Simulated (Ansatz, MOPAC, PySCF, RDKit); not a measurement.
Noncovalent pair: C2H6 (SMILES CC) (first 8 atoms) with CH3Br (SMILES CBr); geometry from B3LYP-D3(BJ)/def2-TZVP, rigid monomers moved along the line of their centres of mass till C2···H11 is 3.94 Å.
(charge 0, multiplicity 1):
```
atom    x (Å)    y (Å)    z (Å)
----  -------  -------  -------
C      0.7162  -0.4709   0.1097
C     -0.5395   0.3000   0.5056
H      0.5301  -1.1220  -0.7468
H      1.0769  -1.0946   0.9295
H      1.5270   0.2085  -0.1584
H     -0.8938   0.9289  -0.3134
H     -0.3480   0.9502   1.3611
H     -1.3557  -0.3761   0.7715
C      0.6417  -0.9614   5.0461
Br     1.9111   0.5276   5.0247
H     -0.0930  -0.7757   4.2710
H      0.1820  -0.9864   6.0277
H      1.1987  -1.8708   4.8502
```

```
level                           interaction energy (meV)
------------------------------  ------------------------
MMFF94                                             -19.9
AM1                                                  0.4
PM6                                                 -5.1
PM7                                                -36.4
HF/aug-cc-pVDZ                                      -0.6
PBE/def2-TZVPPD                                    -10.7
PBE-D4/def2-TZVPPD                                 -28.5
BP86/6-31G* (no counterpoise)                        8.5
B3LYP/3-21G (no counterpoise)                       -4.7
B3LYP/6-31G*                                         4.5
B3LYP/6-31G* (no counterpoise)                      -0.3
B3LYP-D4/def2-TZVPPD                               -18.4
PBE0/def2-TZVPPD                                    -8.1
PBE0-D3(BJ)/def2-TZVPPD                            -30.1
wB97X-V/def2-TZVPPD                                -24.0
wB97M-V/def2-TZVPPD                                -23.6
MP2/aug-cc-pVDZ                                    -23.2
SCS-MP2/aug-cc-pVDZ                                -17.8
CCSD/aug-cc-pVDZ                                   -19.4
CCSD(T)/aug-cc-pVDZ                                -22.3
```

The rows run from -36.4 (PM7) to 8.5 meV (BP86/6-31G* (no counterpoise)). In aug-cc-pVDZ the value moves HF -0.6, MP2 -23.2, CCSD -19.4, CCSD(T) -22.3, a shift of -21.8 from HF to CCSD(T). The dispersion term adds -17.8 in PBE-D4, -22.0 in PBE0-D3(BJ). The 4 functionals in def2-TZVPPD without D3 or D4 span 15.9, from wB97X-V to PBE0.

Counterpoise-corrected where a basis set is named; no monomer relaxation. Rows marked so take none.

Frozen-core correlation. Filled d and f shells under p-block atoms count as core. Rows in 3-21G, 6-31G* carry no dispersion term and start afresh at each structure (6-31G* with six Cartesian d functions); the Pople sets are all-electron and without relativity. The state that AM1, PM6, PM7 reach isn't checked; PM7 holds dispersion and hydrogen-bond terms.

The values were computed with Ansatz (Gaussian orbitals); MOPAC for AM1, PM6, PM7 (differences of heats of formation); PySCF for 3-21G rows, 6-31G* rows, the dispersion terms; RDKit for the force fields. Values without a source in brackets are computed.

Ansatz is a program for electronic structure.
